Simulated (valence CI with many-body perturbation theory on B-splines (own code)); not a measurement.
Ce⁵³⁺: calculated level list

Computed by valence CI with perturbative core correlation (CI+MBPT): three valence electrons over a frozen Dirac-Fock core [He], a basis of 11 s, 11 p, 9 d, 7 f, 5 g, 2 h, 1 i functions for each j, with the one-electron correlation potential Σ1, the two-electron term Σ2, the three-electron term Σ3, Breit, model QED; selected CI, second order for the rest (own B-spline code, finite nucleus).

The last digits are not significant, and no measured levels were compared; by estimate large intervals hold to a few tenths of a per cent, small ones and those within an open d or f shell to about a per cent.

Levels 1 to 45 of 102, with energies above the lowest level, (2s^2 2p1/2) J=1/2. "Leading %" is the weight of the configuration and term that name the level; weights of strongly mixed levels are sums over their largest components and can fall short. In the jj column 3d3/2^4 stands for four electrons in 3d with j = 3/2. Lifetimes count E1, E2, E3, M1 and M2 decay at the calculated energies, and are blank where another channel may lead or the interval is too uncertain; long ones can be off by a factor of two.

```csv
No.,Configuration,Term,J,E (Ry),Leading %,Lifetime,g,Leading jj
1,2s2 2p,2P°,1/2,0.00,100,,0.636,2s^2 2p1/2 (100 %)
2,2s 2p2,4P,1/2,13.40,55,83.5 ps,2.132,2s 2p1/2^2 (99 %)
3,2s2 2p,2P°,3/2,36.07,99,495 ps,1.312,2s^2 2p3/2 (99 %)
4,2s 2p2,4P,3/2,45.42,92,125 ps,1.647,2s 2p1/2 2p3/2 (100 %)
5,2s 2p2,2D,5/2,47.91,59,204 ps,1.340,2s 2p1/2 2p3/2 (99 %)
6,2s 2p2,2P,1/2,51.87,70,665 fs,1.235,2s 2p1/2 2p3/2 (98 %)
7,2s 2p2,2D,3/2,51.92,65,801 fs,0.970,2s 2p1/2 2p3/2 (100 %)
8,2p3,2P°,3/2,66.13,47,1.00 ps,1.345,2p1/2^2 2p3/2 (98 %)
9,2s 2p2,4P,5/2,82.82,59,3.66 ps,1.414,2s 2p3/2^2 (99 %)
10,2s 2p2,2S,1/2,88.73,70,818 fs,1.897,2s 2p3/2^2 (99 %)
11,2s 2p2,2P,3/2,88.80,63,467 fs,1.185,2s 2p3/2^2 (99 %)
12,2p3,4S°,3/2,99.63,55,507 fs,1.439,2p1/2 2p3/2^2 (100 %)
13,2p3,2D°,5/2,101.14,100,567 fs,1.177,2p1/2 2p3/2^2 (100 %)
14,2p3,2P°,1/2,104.22,100,445 fs,0.637,2p1/2 2p3/2^2 (100 %)
15,2p3,2P°,3/2,138.25,53,340 fs,1.287,2p3/2^3 (100 %)
16,2s2 3s,2S,1/2,447.15,97,10.7 fs,1.990,2s^2 3s (97 %)
17,2s2 3p,2P°,1/2,451.73,96,268 fs,0.668,2s^2 3p1/2 (96 %)
18,2s 2p 3s,4P°,1/2,456.17,86,12.0 fs,2.374,2s 2p1/2 3s (98 %)
19,2s 2p 3s,4P°,3/2,457.60,60,10.9 fs,1.550,2s 2p1/2 3s (96 %)
20,2s 2p 3s,2P°,1/2,459.31,94,15.0 fs,0.730,2s 2p1/2 3s (98 %)
21,2s 2p 3p,4D,1/2,460.04,72,14.9 fs,0.266,2s 2p1/2 3p1/2 (100 %)
22,2s 2p 3p,4D,3/2,461.62,42,4.75 fs,1.112,2s 2p1/2 3p1/2 (98 %)
23,2s2 3p,2P°,3/2,462.55,94,104 fs,1.336,2s^2 3p3/2 (94 %)
24,2s 2p 3p,4P,1/2,463.92,48,11.7 fs,1.971,2s 2p1/2 3p1/2 (99 %)
25,2s2 3d,2D,3/2,465.86,96,1.74 fs,0.798,2s^2 3d3/2 (96 %)
26,2s2 3d,2D,5/2,468.78,97,1.72 fs,1.193,2s^2 3d5/2 (97 %)
27,2s 2p 3p,4P,3/2,471.37,31,14.0 fs,1.400,2s 2p1/2 3p3/2 (100 %)
28,2p2 3s,4P,1/2,471.52,25,6.61 fs,1.655,2p1/2^2 3s (54 %)
29,2s 2p 3p,4D,5/2,473.17,46,79.8 fs,1.332,2s 2p1/2 3p3/2 (97 %)
30,2s 2p 3p,2D,3/2,473.38,45,6.16 fs,1.246,2s 2p1/2 3p3/2 (99 %)
31,2s 2p 3d,4F°,3/2,473.97,72,6.69 fs,0.560,2s 2p1/2 3d3/2 (100 %)
32,2p2 3s,4P,1/2,474.85,23,6.26 fs,1.646,2s 2p1/2 3p3/2 (54 %)
33,2s 2p 3d,4D°,1/2,475.64,24,1.16 fs,0.545,2p1/2^2 3p1/2 (57 %)
34,2s 2p 3d,4F°,5/2,475.66,51,8.19 fs,1.027,2s 2p1/2 3d3/2 (94 %)
35,2s 2p 3d,4D°,3/2,476.80,29,1.34 fs,1.208,2s 2p1/2 3d3/2 (95 %)
36,2s 2p 3d,4P°,5/2,477.70,36,1.73 fs,1.324,2s 2p1/2 3d5/2 (97 %)
37,2s 2p 3d,4D°,1/2,477.85,33,5.49 fs,0.520,2s 2p1/2 3d3/2 (57 %)
38,2s 2p 3d,4F°,7/2,479.28,40,1.82 fs,1.237,2s 2p1/2 3d5/2 (99 %)
39,2s 2p 3d,2F°,5/2,480.06,53,1.83 fs,1.059,2s 2p1/2 3d5/2 (97 %)
40,2s 2p 3d,2D°,3/2,480.08,41,1.82 fs,1.080,2s 2p1/2 3d5/2 (94 %)
41,2p2 3p,2P°,3/2,487.99,32,6.08 fs,1.327,2p1/2^2 3p3/2 (96 %)
42,2p2 3d,2D,3/2,490.47,40,9.45 fs,0.784,2p1/2^2 3d3/2 (98 %)
43,2s 2p 3s,4P°,5/2,492.29,100,15.8 fs,1.579,2s 2p3/2 3s (100 %)
44,2s 2p 3s,2P°,3/2,493.76,78,9.49 fs,1.395,2s 2p3/2 3s (99 %)
45,2p2 3d,2D,5/2,494.21,33,1.89 fs,1.194,2p1/2^2 3d5/2 (98 %)
```

The ionisation energy to 2s2 1S_0 of the next ion comes out as 10835 eV (NIST: 10840 ± 5 eV (theoretical)). All 102 levels together are meant to be complete up to 530.74 Ry.
